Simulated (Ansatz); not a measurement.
A structure relaxed at B3LYP-D4/def2-TZVP in Ansatz, charge 0, singlet:

```
atom   x (Å)   y (Å)   z (Å)
 Pd1   0.122   0.241  -0.453
  S2  -1.623  -0.876  -0.596
  S3   1.500   0.635   1.049
```

Task: Give its formula and point group.

Result: the cluster PdS2. Point group C2v (tolerance 0.1 Å).

Task: Summarise the bond lengths by kind (pairs closer than 1.2 times the sum of covalent radii, bridged metal pairs left out).

Result: 2 × Pd–S 2.08 Å. The metal has 2 neighbours: S 2.08 Å, S 2.08 Å.

In the def2 sets Pd takes a core potential; there is no spin–orbit coupling. Another isomer (triplet) lies 2.04 eV lower at PBE0-D4/def2-TZVP; other spin states weren't run for this one.
